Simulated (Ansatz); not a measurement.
Two structures of SiN2H6S, closed shell, reached by relaxing down either side of one saddle point (PBE0-D4/def2-TZVP). Energies are electronic, without zero-point energy. Ansatz 0.2.0; basis: def2-TZVPP and def2-QZVPP; cores frozen in the correlated methods. Extrapolation: Hartree–Fock as exp(−7.88 √X), correlation as X^−2.97. First:

| atom | x (Å) | y (Å) | z (Å) |
| --- | --- | --- | --- |
| Si1 | 0.0967 | -0.1618 | -0.2399 |
| H2 | 1.0220 | -0.7328 | -1.2563 |
| S3 | -1.7961 | 0.0830 | -1.2308 |
| H4 | -1.2475 | 0.2129 | -2.4493 |
| N5 | 0.9245 | 1.2071 | 0.3565 |
| N6 | -0.3349 | -1.0894 | 1.1222 |
| H7 | 1.5519 | 1.7089 | -0.2508 |
| H8 | 0.4771 | 1.8257 | 1.0147 |
| H9 | 0.3187 | -1.2238 | 1.8755 |
| H10 | -1.0126 | -1.8296 | 1.0580 |

Second:

```xyz
10
angstrom
Si -0.6703 0.3843 0.1693
H 1.0849 -1.2473 -2.2805
S -2.1268 0.7170 -1.0740
H 0.4084 -0.9417 -2.3734
N 0.6468 1.3920 0.4354
N -0.5149 -0.9575 1.1676
H 0.7369 2.2534 -0.0756
H 1.4039 1.2180 1.0732
H 0.2409 -1.1339 1.8062
H -1.2100 -1.6840 1.1516
```

Question: Which bonds change from the first to the second?

Answer: SiN₂H₆S ([NH2][SiH]([NH2])[SH]) → SiN₂H₄S ([NH2][Si]([NH2])[S]) + H₂; bonds formed: H2–H4; bonds broken: Si1–H2, S3–H4.

Question: Give the saddle point's structure and its height above each. (Judge from chemistry; the value comes from the calculation.)

Answer: By the calculation: 43.96 kcal/mol above the first and 26.43 kcal/mol above the second (CCSD(T) at an estimated basis limit (MP2 extrapolated from triple and quadruple zeta, plus CCSD(T) − MP2 in triple zeta)).
Si1  (-0.281, 0.085, -0.174)
H2  (0.584, -0.725, -1.400)
S3  (-1.792, 0.429, -1.465)
H4  (-0.299, -0.419, -1.817)
N5  (0.748, 1.328, 0.313)
N6  (-0.431, -1.057, 1.057)
H7  (0.836, 2.159, -0.246)
H8  (1.485, 1.226, 0.990)
H9  (0.269, -1.238, 1.756)
H10  (-1.117, -1.789, 0.985)
(Å)

No T1 diagnostic of these runs exceeds 0.013.

Labels in which every atom is bracketed show which atoms are joined, not bond orders.

For scale, one of the runs: CCSD(T)/def2-TZVPP, 230 basis functions (an equivalent command: `ansatz run in.yaml --threads 4`). Hardware: 4 CPU threads, shared host. Wall time 63 s; peak host memory 3.7 GiB.
